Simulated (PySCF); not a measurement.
A structure optimised at PBE-D3(BJ)/def2-SVP, used in a PySCF frequency run:

```xyz
9

Ta     0.0190     0.0238     0.0000
O     -0.0823     1.7637     0.0000
O      0.9297    -0.6261     1.5757
H      1.2330    -0.1552     2.3697
O      0.9297    -0.6261    -1.5757
H      1.2330    -0.1552    -2.3697
N     -1.8830    -0.5727     0.0000
H     -2.6999     0.0448     0.0000
H     -2.1893    -1.5517     0.0000
```
Charge 0, spin multiplicity 1.

Write its SMILES, formula and point group.

[NH2][Ta](=[O])([OH])[OH], H4NO3Ta, Cs

What are its rotational constants (standard atomic weights)?

3.1610, 3.1165, 2.7492 GHz
